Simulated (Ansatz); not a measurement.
`C[CH](C)[Ga]([CH3])[Cl]` + H₂ → `C[CH2][Ga]([CH3])[Cl]` + CH₄ at 700 K and 1 bar (hydrogenolysis of a C–C bond).

Calculated with Ansatz (gas phase, PBE0-D4/def2-TZVP geometries, no zero-point term in ΔE). CCSD(T)/CBS adds triple-zeta CCSD(T) − MP2 to the extrapolated MP2 energy (def2 sets, frozen cores). This one scheme is used for every species. For Ga outer-core shells are correlated without core-valence functions, which leaves a few kJ/mol of doubt a bond. Scalar relativity is left out up to krypton. One conformer a species, not always the lowest.

```tsv
species	CCSD(T)/CBS energy (Eh)	H − E (kJ/mol)	S (J/(mol·K))
`C[CH](C)[Ga]([CH3])[Cl]`	-2542.02619	450.3	596.7
H₂	-1.17544	46.8	155.3
`C[CH2][Ga]([CH3])[Cl]`	-2502.76657	359.0	537.5
CH₄	-40.46206	145.9	224.0
```

H − E and S are ideal-gas, rigid-rotor, harmonic terms from PBE0-D4/def2-TZVP, for one conformer and one mirror image of each species. For small species the MP2-based limit differs from directly extrapolated CCSD(T) by up to some mEh (0.8 for H₂); such offsets cancel only in part. 1 Eh = 2625.50 kJ/mol, R = 8.31446 J/(mol·K).

Question: By hand: ΔE, ΔH, ΔS and ΔG.

Answer: ΔE = (-2502.76657) + (-40.46206) − (-2542.02619) − (-1.17544) = -0.02700 Eh = -70.9 kJ/mol. Δ(H − E) = 359.0 + 145.9 − 450.3 − 46.8 = 7.8, so ΔH = -63.1 kJ/mol. ΔS = 537.5 + 224.0 − 596.7 − 155.3 = 9.5 J/(mol·K). ΔG = -63.1 − 700 × (9.5)/1000 = -69.8 kJ/mol.

Question: By hand: the equilibrium constant, and the temperature at which ΔG would vanish if ΔH and ΔS stayed fixed.

Answer: log₁₀ K = −ΔG/(RT ln 10) = 5.2. ΔH and −TΔS have one sign here, so there is no such temperature.

The number of gas molecules stays the same, so ΔS is small and ΔH decides. A doubt of 5 kJ/mol in ΔE shifts log₁₀ K by 0.4 here. Other conformers and mirror images would add mixing entropy, several J/(mol·K) or more a flexible species. Modes under 60 cm⁻¹, often nearly free rotors, make the harmonic entropy too high. These are equilibria of isolated gas molecules and say nothing of rates. Largest T1 diagnostic: 0.011 (customary marks: 0.02 for closed shells, 0.045 for open ones).

ΔS is within the doubt of such terms, so its sign, and with it that verdict, could turn.
